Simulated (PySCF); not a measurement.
**Aluminium: a sound run and one with changed settings**

Sound run: Al⁺ [Ne] 3s2, Al²⁺ [Ne] 3s1. Computed with PySCF 2.14 in x2c-TZVPall (5s5p2d1f, 37 functions), with scalar relativity by spin-free X2C-1e. In the sound run the correlated levels freeze [Ne]. The sound run starts from symmetry-adapted Hartree-Fock orbitals and uses a fine grid where one is needed.

Changed run: basis STO-3G, all-electron and non-relativistic. This setting is unsound on purpose.

```
species   method  sound run (hartree)  changed run (hartree)  converged
    Al⁺      UHF           -242.10475             -238.88005        yes
    Al⁺   r2SCAN           -242.54352             -239.27029        yes
    Al⁺     MN15           -242.56554             -238.53494        yes
    Al⁺      MP2           -242.13187             -238.90216        yes
    Al⁺  CCSD(T)           -242.14385             -238.91866        yes
   Al²⁺      UHF           -241.45947             -238.27935        yes
   Al²⁺   r2SCAN           -241.86685             -238.63246        yes
   Al²⁺     MN15           -241.87910             -237.89517        yes
```

Ionisation energy of Al⁺:

| method | sound run (eV) | changed run (eV) |
| --- | --- | --- |
| UHF | 17.559 | 16.346 |
| r2SCAN | 18.413 | 17.356 |
| MN15 | 18.679 | 17.409 |
| MP2 | 18.297 | 16.948 |
| SCS-MP2 | 18.445 | 17.068 |
| CCSD | 18.623 | 17.397 |
| CCSD(T) | 18.623 | 17.397 |
| CCSDT | 18.623 | 17.397 |
| FCI | 18.623 | 17.397 |

A minimal basis cannot let orbitals breathe on ionisation and holds almost no correlation. The Hamiltonian changed with the basis, so the totals do not compare.

For comparison, NIST gives 18.829 eV between the lowest levels.
